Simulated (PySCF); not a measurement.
**LaH: frontier orbitals**

PW91 at R = 2.074 Å; La x2c-TZVPall, H x2c-TZVPall; spin-free X2C with a Gaussian nucleus (PySCF 2.14). State: triplet, about 0.0 electrons in the 4f shell (Mulliken). Only the outer orbitals are listed, counted within each symmetry.

| spin | orbital | occ. | ε (eV) | on La (%) | main shells (%) |
| --- | --- | --- | --- | --- | --- |
| α | 10σ | 1 | -37.64 | 100 | 100 La s |
| α | 6π | 1 | -21.36 | 100 | 100 La p |
| α | 6π | 1 | -21.36 | 100 | 100 La p |
| α | 11σ | 1 | -21.35 | 99 | 99 La p |
| α | 12σ | 1 | -5.72 | 41 | 59 H s, 25 La d, 13 La s |
| α | 13σ | 1 | -3.44 | 99 | 71 La s, 25 La d |
| α | 3δ | 1 | -2.98 | 100 | 100 La d |
| α | 7π | 0 | -2.43 | 100 | 96 La d |
| α | 7π | 0 | -2.43 | 100 | 96 La d |
| α | 3δ | 0 | -2.43 | 100 | 100 La d |
| β | 10σ | 1 | -37.31 | 100 | 100 La s |
| β | 11σ | 1 | -21.10 | 99 | 99 La p |
| β | 6π | 1 | -20.77 | 100 | 100 La p |
| β | 6π | 1 | -20.77 | 100 | 100 La p |
| β | 12σ | 1 | -5.67 | 38 | 62 H s, 23 La d, 12 La s |
| β | 13σ | 0 | -2.35 | 100 | 79 La s, 15 La d |
| β | 7π | 0 | -1.93 | 100 | 99 La d |
| β | 7π | 0 | -1.93 | 100 | 99 La d |

Question: Which are the highest filled and the lowest empty level, where do they sit, and how wide is the gap?

Answer: Highest filled α 3δ at -2.98 eV (in %: 100 La d); lowest empty α 7π at -2.43 eV (in %: 96 La d); the gap at PW91 is 0.55 eV.

```json
{
 "bond order (Mayer)": "0.95",
 "⟨S²⟩": "2.002",
 "charge on La (Mulliken, basis-dependent)": "0.23",
 "charge on La (Löwdin, basis-dependent)": "0.18",
 "dipole moment (positive dipole means La(−)H(+))": "-3.29 D"
}
```

Spin–orbit coupling is left out. With d or f electrons several states lie close, and the lowest PBE0 determinant need not be the measured ground state.
